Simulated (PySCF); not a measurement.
# SMILES O=C/C1=C\CCCCCC1, C$_{9}$H$_{14}$O

Molfile (atoms numbered from 1):
```
C9H14O
     RDKit          3D

 24 24  0  0  0  0  0  0  0  0999 V2000
    2.4882   -0.4956   -1.3724 O   0  0  0  0  0  0  0  0  0  0  0  0
    1.9551    0.4041   -0.7625 C   0  0  0  0  0  0  0  0  0  0  0  0
    1.2867    0.2297    0.5373 C   0  0  0  0  0  0  0  0  0  0  0  0
    0.5092    1.1918    1.0813 C   0  0  0  0  0  0  0  0  0  0  0  0
   -0.2283    2.2202    0.3082 C   0  0  0  0  0  0  0  0  0  0  0  0
   -1.5874    1.5528   -0.0321 C   0  0  0  0  0  0  0  0  0  0  0  0
   -1.5069    0.1278   -0.6028 C   0  0  0  0  0  0  0  0  0  0  0  0
   -1.3130   -1.0475    0.3950 C   0  0  0  0  0  0  0  0  0  0  0  0
    0.0095   -1.8311    0.3642 C   0  0  0  0  0  0  0  0  0  0  0  0
    1.2070   -1.1624    1.0736 C   0  0  0  0  0  0  0  0  0  0  0  0
    1.9974    1.4511   -1.1518 H   0  0  0  0  0  0  0  0  0  0  0  0
    0.1077    0.9953    2.0847 H   0  0  0  0  0  0  0  0  0  0  0  0
    0.2861    2.4870   -0.6268 H   0  0  0  0  0  0  0  0  0  0  0  0
   -0.4050    3.1480    0.8743 H   0  0  0  0  0  0  0  0  0  0  0  0
   -2.2122    1.5361    0.8780 H   0  0  0  0  0  0  0  0  0  0  0  0
   -2.1157    2.2035   -0.7488 H   0  0  0  0  0  0  0  0  0  0  0  0
   -0.7289    0.0865   -1.3853 H   0  0  0  0  0  0  0  0  0  0  0  0
   -2.4530   -0.0426   -1.1412 H   0  0  0  0  0  0  0  0  0  0  0  0
   -1.5075   -0.6964    1.4243 H   0  0  0  0  0  0  0  0  0  0  0  0
   -2.1116   -1.7808    0.1979 H   0  0  0  0  0  0  0  0  0  0  0  0
    0.2925   -2.0246   -0.6838 H   0  0  0  0  0  0  0  0  0  0  0  0
   -0.1560   -2.8212    0.8213 H   0  0  0  0  0  0  0  0  0  0  0  0
    2.1232   -1.7370    0.8744 H   0  0  0  0  0  0  0  0  0  0  0  0
    1.0318   -1.1442    2.1616 H   0  0  0  0  0  0  0  0  0  0  0  0
  1  2  2  0
  2  3  1  0
  3  4  2  0
  4  5  1  0
  5  6  1  0
  6  7  1  0
  7  8  1  0
  8  9  1  0
  9 10  1  0
 10  3  1  0
  2 11  1  0
  4 12  1  0
  5 13  1  0
  5 14  1  0
  6 15  1  0
  6 16  1  0
  7 17  1  0
  7 18  1  0
  8 19  1  0
  8 20  1  0
  9 21  1  0
  9 22  1  0
 10 23  1  0
 10 24  1  0
M  END
```

Computed, not measured: TDDFT CAM-B3LYP/def2-SVPD circular dichroism and optical rotation, one conformer, gas phase in PySCF. Geometry: PBE0-D3(BJ)/def2-SVP.

No stereocentre is labelled: unless the shape is locked (an allene, a helicene, a hindered biaryl), the mirror image is equally populated and a measured rotation or CD is zero.

**Question.** List the lowest 12 singlet excitations with oscillator and rotatory strengths.

**Answer.** Rotatory strengths R in 10⁻⁴⁰ esu² cm², velocity form and length form (origin at the centre of mass); f in length form.
```csv
state,E (eV),λ (nm),f,R (velocity),R (length),main
1,3.75,330,0.003,+22.5,+22.6,"HOMO−1→LUMO 0.63, HOMO→LUMO 0.29"
2,5.18,239,0.232,-136.1,-138.3,"HOMO→LUMO 0.67, HOMO−1→LUMO 0.28"
3,6.43,193,0.020,+57.5,+58.0,HOMO−2→LUMO 0.81
4,6.93,179,0.010,-19.6,-20.0,"HOMO−3→LUMO 0.47, HOMO−4→LUMO 0.10"
5,7.02,177,0.065,-29.6,-29.1,"HOMO−3→LUMO 0.31, HOMO→LUMO+1 0.23"
6,7.10,175,0.0007,-0.2,-0.6,"HOMO→LUMO+1 0.33, HOMO−1→LUMO+2 0.14"
7,7.13,174,0.003,-0.8,-0.7,HOMO−4→LUMO 0.81
8,7.29,170,0.007,-0.8,-1.1,"HOMO→LUMO+2 0.32, HOMO→LUMO+1 0.14"
9,7.39,168,0.010,-2.9,-2.4,HOMO−5→LUMO 0.67
10,7.49,165,0.093,+40.9,+41.2,"HOMO−1→LUMO+2 0.20, HOMO→LUMO+2 0.15"
11,7.65,162,0.025,+36.8,+36.8,"HOMO→LUMO+3 0.24, HOMO→LUMO+4 0.17"
12,7.72,161,0.002,+1.8,+2.5,"HOMO−6→LUMO 0.48, HOMO−7→LUMO 0.15"
```

Among the states computed, the strongest CD band (largest |R|) is state 2. The largest dissymmetry factor in size, g = 4R/(D+G), with D and G the electric and magnetic dipole strengths, is +0.047 for state 1 (velocity form, f = 0.003), among bands with |R| over 0.5. The mirror image has the same energies and oscillator strengths and all R with the opposite sign.
